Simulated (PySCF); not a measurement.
Species: C6H5F.
Numbering: `[CH:1]#[C:2][CH2:3][C:4]1=[CH:5][C@@H:6]1[F:7]`

Cartesian coordinates in Å at the GFN2-xTB level; atoms count from 1:
```xyz
12
C6H5F angstrom
C      2.4836    0.7061    1.3942
C      1.7700    0.2687    0.5400
C      0.8924   -0.2552   -0.4901
C     -0.5118    0.1112   -0.2489
C     -1.4664    0.6339    0.4779
C     -1.8839    0.0082   -0.7975
F     -2.5185   -1.2274   -0.7538
H      3.1157    1.0860    2.1400
H      0.9703   -1.3487   -0.5183
H      1.2036    0.1249   -1.4702
H     -1.7997    1.1118    1.3646
H     -2.2541    0.5446   -1.6638
```

NICS is the negative of the GIAO shielding at a point without a nucleus: at the ring centre (0) and 1 Å above and below it (1); zz is the component along the ring normal. Level: GIAO PBE0/pcSseg-1 (PySCF, non-relativistic, gas phase) on the GFN2-xTB geometry, one conformer.

Ring bond lengths (Å), with Mayer bond orders in brackets: C4–C5 1.309 (1.59), C5–C6 1.481 (0.98), C6–C4 1.481 (0.94).

Question: Give the NICS values of each ring in ppm.

Answer: 
```
    ring                                                    type  NICS(0)  NICS(1), two faces  NICS(1)zz, two faces  rms pucker (Å)  centre to ring atoms, mean (Å)
C4–C5–C6  3-membered carbocycle; formal bonds 1 double, 2 single    -29.4        -7.9 / -11.7         -13.1 / -22.8            0.00                            0.82
```

Question: What do they say, and how far can they be read as aromaticity?

Answer: 
- C4–C5–C6: mean NICS(1)zz -17.9 ppm, shielded. C6 has four or more neighbours, and the NICS criterion for π rings isn't applied. The two faces differ by 9.7 ppm, so no symmetry operation interchanges them. NICS(0) lies 20 ppm below the mean NICS(1).

Question: What is the mean of the two in-plane components of NICS at the first NICS(1) probe listed for ring C4–C5–C6, 1 Å off the ring?

Answer: The isotropic value is a third of the trace: (3 × -7.9 − (-13.1))/2 = -5.3 ppm.

Question: List the ring angles and the Hirshfeld charges of the ring atoms.

Answer: 
- C4–C5–C6: C4 63.8° (+0.013 e), C5 63.8° (-0.049 e), C6 52.4° (+0.025 e); sum 180.0° against 180° for a flat convex ring.
